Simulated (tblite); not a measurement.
C9H15BN2.
Bonds: C1–B2, B2–C3, B2–C4, C4–C5 (aromatic), C5–C6 (aromatic), C6–C7 (aromatic), C7–N8, N8–C9, N8–C10, C7–C11 (aromatic), C11–N12 (aromatic), C4–N12 (aromatic). Hydrogens: H13, H14, H15 on C1; H16, H17, H18 on C3; H19 on C5; H20 on C6; H21, H22, H23 on C9; H24, H25, H26 on C10; H27 on C11.

Computed with GFN2-xTB (tblite), gas phase: L-BFGS steps from a force-field or distance-geometry start until the largest atomic force falls under 0.01 eV/Å.

Step 12: E = -924.5367 eV
```
atom  x, y, z in Å  |  force x, y, z in eV/Å
C1     -3.8814   -0.1954    0.8861    0.020   0.011  -0.033
B2     -2.8961    0.0693   -0.3278    0.117  -0.006   0.002
C3     -3.5022    0.3772   -1.7520    0.016   0.000   0.020
C4     -1.3422    0.0307   -0.1197    0.029   0.003   0.026
C5     -0.7500   -0.2402    1.1266   -0.016   0.004  -0.011
C6      0.6209   -0.2780    1.2782   -0.086  -0.012  -0.026
C7      1.4446   -0.0151    0.1729   -0.049  -0.025   0.040
N8      2.8074   -0.0364    0.2690   -0.056  -0.014   0.000
C9      3.6380    0.5511   -0.7480   -0.012   0.027  -0.050
C10     3.4481   -0.6379    1.4094   -0.001  -0.025   0.051
C11     0.7678    0.2617   -1.0361   -0.040   0.011   0.055
N12    -0.5348    0.2721   -1.1709    0.016   0.008   0.058
H13    -3.7341   -1.1817    1.3249    0.039   0.007  -0.010
H14    -3.7358    0.5223    1.6929    0.045  -0.002  -0.006
H15    -4.9242   -0.1302    0.5853   -0.031  -0.015   0.042
H16    -4.5900    0.3770   -1.7633   -0.008   0.001  -0.028
H17    -3.1640   -0.3477   -2.4899    0.055   0.008   0.011
H18    -3.1698    1.3457   -2.1201    0.060  -0.008   0.004
H19    -1.3785   -0.4192    1.9886    0.027  -0.005  -0.057
H20     1.0474   -0.4883    2.2505   -0.043  -0.003  -0.091
H21     3.3051    1.5643   -0.9778   -0.038   0.065  -0.035
H22     3.6353   -0.0294   -1.6744   -0.003  -0.077  -0.045
H23     4.6589    0.6026   -0.3785    0.040   0.047  -0.052
H24     3.0593   -1.6438    1.5793   -0.031  -0.057   0.023
H25     4.5154   -0.7128    1.2207    0.036  -0.043   0.017
H26     3.3049   -0.0558    2.3244   -0.006   0.083   0.034
H27     1.3300    0.4645   -1.9417   -0.080   0.020   0.062
```

Step 13: E = -924.5396 eV
```
atom  x, y, z in Å  |  force x, y, z in eV/Å
C1     -3.8757   -0.1951    0.8847   -0.028   0.004   0.011
B2     -2.8909    0.0694   -0.3280    0.045  -0.006  -0.001
C3     -3.4963    0.3768   -1.7514   -0.020   0.014  -0.028
C4     -1.3411    0.0307   -0.1168    0.008   0.006   0.007
C5     -0.7528   -0.2415    1.1301   -0.002   0.007  -0.040
C6      0.6167   -0.2797    1.2774   -0.015  -0.019   0.002
C7      1.4396   -0.0157    0.1726    0.022  -0.023   0.050
N8      2.8020   -0.0372    0.2684   -0.020  -0.015   0.007
C9      3.6330    0.5494   -0.7483   -0.004   0.047  -0.067
C10     3.4445   -0.6365    1.4079    0.013  -0.039   0.078
C11     0.7672    0.2637   -1.0360   -0.068   0.010   0.074
N12    -0.5353    0.2734   -1.1675    0.008   0.024  -0.005
H13    -3.7280   -1.1813    1.3247    0.037   0.012  -0.020
H14    -3.7301    0.5218    1.6928    0.044  -0.003  -0.018
H15    -4.9201   -0.1304    0.5863   -0.004  -0.016   0.041
H16    -4.5851    0.3773   -1.7646    0.018  -0.002  -0.018
H17    -3.1590   -0.3473   -2.4910    0.057   0.009   0.023
H18    -3.1648    1.3456   -2.1208    0.061  -0.015   0.013
H19    -1.3791   -0.4209    1.9919   -0.001  -0.010  -0.034
H20     1.0480   -0.4912    2.2459   -0.037  -0.012  -0.042
H21     3.2989    1.5620   -0.9801   -0.036   0.060  -0.037
H22     3.6311   -0.0333   -1.6731    0.001  -0.075  -0.054
H23     4.6545    0.6041   -0.3796    0.023   0.040  -0.048
H24     3.0556   -1.6416    1.5812   -0.035  -0.060   0.026
H25     4.5119   -0.7136    1.2191    0.027  -0.039   0.009
H26     3.3038   -0.0515    2.3213   -0.007   0.081   0.045
H27     1.3315    0.4690   -1.9384   -0.085   0.023   0.027
```

**Question.** Estimate the geometry and energy of step 14. (The exact step hangs on the optimiser's Hessian estimate; all steps are aligned on step 13, rigid shifts and turns removed.)

**Answer.** E = -924.5418 eV, largest force 0.093 eV/Å
```
atom  x, y, z in Å  |  force x, y, z in eV/Å
C1     -3.8717   -0.1948    0.8837   -0.044  -0.003   0.035
B2     -2.8864    0.0694   -0.3281   -0.045  -0.002  -0.006
C3     -3.4920    0.3767   -1.7513   -0.026   0.017  -0.048
C4     -1.3401    0.0308   -0.1145   -0.023   0.013  -0.026
C5     -0.7551   -0.2423    1.1320    0.019   0.002  -0.040
C6      0.6133   -0.2813    1.2768    0.035  -0.019   0.005
C7      1.4359   -0.0166    0.1730    0.073  -0.018   0.054
N8      2.7982   -0.0381    0.2681    0.030  -0.011   0.007
C9      3.6292    0.5488   -0.7497   -0.003   0.037  -0.058
C10     3.4420   -0.6361    1.4082    0.017  -0.033   0.073
C11     0.7659    0.2654   -1.0344   -0.060   0.014   0.054
N12    -0.5357    0.2748   -1.1650   -0.013   0.033  -0.041
H13    -3.7227   -1.1807    1.3242    0.033   0.011  -0.024
H14    -3.7250    0.5214    1.6924    0.041  -0.001  -0.023
H15    -4.9173   -0.1308    0.5879    0.014  -0.015   0.037
H16    -4.5812    0.3774   -1.7659    0.035  -0.003  -0.013
H17    -3.1542   -0.3468   -2.4913    0.055   0.007   0.026
H18    -3.1597    1.3453   -2.1211    0.058  -0.015   0.017
H19    -1.3796   -0.4224    1.9936   -0.029  -0.014  -0.011
H20     1.0477   -0.4936    2.2416   -0.022  -0.026   0.026
H21     3.2936    1.5615   -0.9826   -0.030   0.030  -0.039
H22     3.6280   -0.0377   -1.6731    0.001  -0.049  -0.037
H23     4.6516    0.6060   -0.3815   -0.007   0.034  -0.051
H24     3.0522   -1.6412    1.5831   -0.029  -0.036   0.032
H25     4.5097   -0.7151    1.2181    0.004  -0.035   0.011
H26     3.3028   -0.0467    2.3198   -0.003   0.056   0.035
H27     1.3307    0.4729   -1.9352   -0.078   0.026   0.004
```

The energy changes by -0.0023 eV. The first-order estimate −F·Δx gives -0.0031 eV and the mean of the old and new forces, exact on a quadratic surface, -0.0023 eV. The step makes an angle of 63° with the force vector and moves no atom by more than 0.006 Å.

What follows is the cost of the whole relaxation. On one thread of an Arm Neoverse V2, shared host with 96 logical CPUs at a one-minute load of 44, this took 0.48 s of wall time.
